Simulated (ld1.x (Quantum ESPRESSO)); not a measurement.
## u(r) = r·R(r): atom against pseudo-atom (Li)

Columns: radius, all-electron u(r) and pseudo u(r) of the 2s shell (level -2.88 eV) of lithium in the configuration [He] 2s1 2p0; LDA (PZ), scalar-relativistic, TM scheme, ld1.x (Quantum ESPRESSO) 7.5.

```json
{"r (bohr)": "0.210", "all-electron": "0.1796", "pseudo": "-0.0326"}
{"r (bohr)": "0.420", "all-electron": "0.1741", "pseudo": "-0.0662"}
{"r (bohr)": "0.630", "all-electron": "0.0986", "pseudo": "-0.1019"}
{"r (bohr)": "0.840", "all-electron": "0.0011", "pseudo": "-0.1408"}
{"r (bohr)": "1.050", "all-electron": "-0.0974", "pseudo": "-0.1835"}
{"r (bohr)": "1.260", "all-electron": "-0.1879", "pseudo": "-0.2304"}
{"r (bohr)": "1.470", "all-electron": "-0.2667", "pseudo": "-0.2808"}
{"r (bohr)": "1.680", "all-electron": "-0.3333", "pseudo": "-0.3324"}
{"r (bohr)": "1.890", "all-electron": "-0.3879", "pseudo": "-0.3822"}
{"r (bohr)": "2.100", "all-electron": "-0.4313", "pseudo": "-0.4265"}
{"r (bohr)": "2.310", "all-electron": "-0.4644", "pseudo": "-0.4620"}
{"r (bohr)": "2.520", "all-electron": "-0.4882", "pseudo": "-0.4876"}
{"r (bohr)": "2.730", "all-electron": "-0.5037", "pseudo": "-0.5037"}
{"r (bohr)": "2.940", "all-electron": "-0.5120", "pseudo": "-0.5120"}
{"r (bohr)": "3.150", "all-electron": "-0.5141", "pseudo": "-0.5141"}
{"r (bohr)": "3.360", "all-electron": "-0.5109", "pseudo": "-0.5109"}
{"r (bohr)": "3.570", "all-electron": "-0.5032", "pseudo": "-0.5032"}
{"r (bohr)": "3.780", "all-electron": "-0.4920", "pseudo": "-0.4920"}
{"r (bohr)": "3.990", "all-electron": "-0.4778", "pseudo": "-0.4778"}
{"r (bohr)": "4.200", "all-electron": "-0.4615", "pseudo": "-0.4615"}
{"r (bohr)": "4.410", "all-electron": "-0.4434", "pseudo": "-0.4434"}
{"r (bohr)": "4.620", "all-electron": "-0.4241", "pseudo": "-0.4241"}
{"r (bohr)": "4.830", "all-electron": "-0.4040", "pseudo": "-0.4040"}
{"r (bohr)": "5.040", "all-electron": "-0.3834", "pseudo": "-0.3834"}
{"r (bohr)": "5.250", "all-electron": "-0.3627", "pseudo": "-0.3627"}
{"r (bohr)": "5.460", "all-electron": "-0.3420", "pseudo": "-0.3420"}
```

How many radial nodes do the two functions have?

The all-electron 2s function has n − l − 1 = 1; the pseudo-wave has 0, since the states of the same l below it are removed with the core.

At about which radius was the pseudo-wave matched?

3.00 bohr. The columns agree to 0.0005 from 2.73 bohr on; several derivatives are matched, so the curves merge somewhat inside the radius.

Where does each function peak?

Outermost all-electron maximum near 3.15 bohr, pseudo maximum near 3.15 bohr (to the table’s step).

Is the pseudo-wave norm-conserving?

Yes: the TM scheme keeps the norm inside the radius equal to the all-electron one, which fixes the energy derivative of the logarithmic derivative at the level.
